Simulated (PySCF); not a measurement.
3-tert-butylfuran, C₈H₁₂O.
Atom-mapped SMILES: `[CH3:1][C:2]([CH3:3])([CH3:4])[c:5]1[cH:6][cH:7][o:8][cH:9]1` (hydrogens: H10, H11, H12 on C1; H13, H14, H15 on C3; H16, H17, H18 on C4; H19 on C6; H20 on C7; H21 on C9)

The same species was optimised twice, with GFN2-xTB and with PBE0-D3(BJ)/def2-SVP (PySCF), and the same property calculations (PySCF, gas phase) were run on both structures.

```
     coordinate  GFN2-xTB  PBE0-D3(BJ)/def2-SVP  change
      C5–C6 (Å)     1.425                 1.439  +0.014
      C2–C5 (Å)     1.503                 1.510  +0.007
      O8–C9 (Å)     1.346                 1.351  +0.005
      C7–O8 (Å)     1.342                 1.346  +0.004
      C6–C7 (Å)     1.358                 1.361  +0.003
      C5–C9 (Å)     1.363                 1.366  +0.003
      C2–C3 (Å)     1.534                 1.534   0.000
      C1–C2 (Å)     1.534                 1.534   0.000
      C2–C4 (Å)     1.530                 1.529  -0.001
   C2–C5–C6 (°)     126.3                 126.8    +0.5
   C7–O8–C9 (°)     106.8                 107.3    +0.5
   C2–C5–C9 (°)     128.8                 128.3    -0.5
   C6–C7–O8 (°)     110.7                 110.4    -0.3
   C3–C2–C5 (°)     109.0                 109.3    +0.3
   C5–C9–O8 (°)     111.2                 111.0    -0.2
   C4–C2–C5 (°)     110.6                 110.4    -0.2
   C1–C2–C3 (°)     109.6                 109.5    -0.1
C1–C2–C5–C6 (°)        60                    60       0
```

Rotational constants: A = 3112, B = 1194, C = 1063 MHz (GFN2-xTB) against A = 3091, B = 1182, C = 1052 MHz (PBE0-D3(BJ)/def2-SVP). Point groups within 0.08 Å: Cs and Cs. Atoms that the bonding makes alike are paired by their places after alignment.

On the GFN2-xTB structure: HOMO (eV) -6.48 [PBE0/pcSseg-1]; LUMO (eV) 0.48 [PBE0/pcSseg-1]; dipole (D) 0.89 [PBE0/pcSseg-1]; GIAO shielding of C1/C3/C4 (mean) (ppm) 154.3 [PBE0/pcSseg-1]; GIAO shielding of C2 (ppm) 154.9 [PBE0/pcSseg-1]; GIAO shielding of C5 (ppm) 43.1 [PBE0/pcSseg-1]; GIAO shielding of C6 (ppm) 70.8 [PBE0/pcSseg-1]; GIAO shielding of C7 (ppm) 38.7 [PBE0/pcSseg-1]; GIAO shielding of O8 (ppm) 43.3 [PBE0/pcSseg-1]; GIAO shielding of C9 (ppm) 46.0 [PBE0/pcSseg-1].

What do these properties become on the PBE0-D3(BJ)/def2-SVP structure?

| property | level | on GFN2-xTB | on PBE0-D3(BJ)/def2-SVP | change |
| --- | --- | --- | --- | --- |
| HOMO (eV) | PBE0/pcSseg-1 | -6.48 | -6.51 | -0.03 |
| LUMO (eV) | PBE0/pcSseg-1 | 0.48 | 0.46 | -0.02 |
| dipole (D) | PBE0/pcSseg-1 | 0.89 | 0.87 | -0.02 |
| energy, GFN2-xTB geometry as zero (kcal/mol) | PBE0/pcSseg-1 | 0.0 | -0.5 | -0.5 |
| GIAO shielding of C1/C3/C4 (mean) (ppm) | PBE0/pcSseg-1 | 154.3 | 152.0 | -2.3 |
| GIAO shielding of C2 (ppm) | PBE0/pcSseg-1 | 154.9 | 153.9 | -1.0 |
| GIAO shielding of C5 (ppm) | PBE0/pcSseg-1 | 43.1 | 42.2 | -0.9 |
| GIAO shielding of C6 (ppm) | PBE0/pcSseg-1 | 70.8 | 69.5 | -1.3 |
| GIAO shielding of C7 (ppm) | PBE0/pcSseg-1 | 38.7 | 37.4 | -1.3 |
| GIAO shielding of O8 (ppm) | PBE0/pcSseg-1 | 43.3 | 39.1 | -4.2 |
| GIAO shielding of C9 (ppm) | PBE0/pcSseg-1 | 46.0 | 44.2 | -1.8 |

The heavy atoms differ by 0.011 Å rms after alignment (one structure mirrored). Among bonds between heavy atoms C5–C6 changes most (+0.014 Å). Changes are differences of the printed values. Neither structure is proved a minimum here.

Conformer computed: `[CH3:1][C:2]([CH3:3])([CH3:4])[c:5]1[cH:6][cH:7][o:8][cH:9]1`: C1–C2–C5–C6 60°.
